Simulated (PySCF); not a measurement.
**Frontier orbitals and the lowest excitations**

C₅H₁₀Si.
Z-matrix (Å and degrees, GFN2-xTB geometry), rows numbered from 1:
```
C 
C   1  1.3307
C   2  1.4436  1  123.22
C   3  1.3426  2  126.24  1   178.97
C   4  1.5042  3  121.78  2    -0.47
Si  4  1.8836  3  121.48  2   179.71
H   1  1.0781  2  121.52  3    -0.29
H   1  1.0767  2  122.08  3   179.89
H   2  1.0812  1  119.58  3  -179.89
H   3  1.0832  2  114.97  1    -1.13
H   5  1.0904  4  110.81  3    62.72
H   5  1.0899  4  110.86  3   -57.16
H   5  1.0876  4  110.87  3  -177.23
H   6  1.4671  4  108.92  3  -121.42
H   6  1.4623  4  110.08  3    -0.53
H   6  1.4667  4  108.70  3   120.27
```

Level of theory: PySCF 2.14.0, density-fitted response routines, TDDFT CAM-B3LYP/def2-SVPD, vertical, gas phase, core orbitals frozen in the response.

Frontier orbitals with the atoms that hold most of them (Löwdin shares over 4%, at most four atoms; ? is withheld):

```
orbital  ε (eV)                               atoms
 LUMO+2    1.73  Si6 47%, H16 12%, H14 12%, H15 11%
 LUMO+1    1.21      Si6 36%, C5 11%, C3 6%, H13 6%
   LUMO   -0.07                                   ?
   HOMO   -7.84      C4 25%, C1 21%, C3 20%, C2 14%
 HOMO-1   -9.96                                   ?
 HOMO-2  -10.56       C2 29%, C3 20%, C1 19%, C4 8%
 HOMO-3  -11.08    Si6 39%, H15 31%, H14 9%, H16 9%
```

(1) Which atoms hold the LUMO, and with what shares?

(2) Give the leading atoms of the HOMO-1.

(3) How does S1 compare with the orbital gap of 7.78 eV?

(4) Give energy, strength and leading configuration of S1, S2 and S3, and follow the Löwdin shares of the leading atoms from the occupied to the empty orbital.

## Answers

(1) C1 (bonded to C and 2 H) 24%; C4 (bonded to 2 C and Si) 21%; C2 (bonded to 2 C and H) 16%; C3 (bonded to 2 C and H) 15%.

(2) C4 (bonded to 2 C and Si) 28%; Si6 (bonded to C and 3 H) 20%; C5 (bonded to C and 3 H) 12%; C3 (bonded to 2 C and H) 10%. By element: carbon 51% or more, silicon 20%.

(3) S1 is at 5.38 eV (f = 0.754), 2.40 eV below the gap, made of HOMO→LUMO (98%). 

(4) 
- S1 (5.38 eV, f 0.754), HOMO→LUMO (98%): C4 25% → 21%, C1 21% → 24%
- S2 (6.24 eV, f 0.0017), HOMO-1→LUMO (94%): C4 28% → 21%, Si6 20% → at most 15%, C1 at most 10% → 24%
- S3 (6.38 eV, f 0.0031), HOMO→LUMO+1 (82%): C4 25% → at most 6%, C1 21% → at most 6%, Si6 at most 15% → 36%, C5 at most 15% → 11%

One conformer stands for the species.
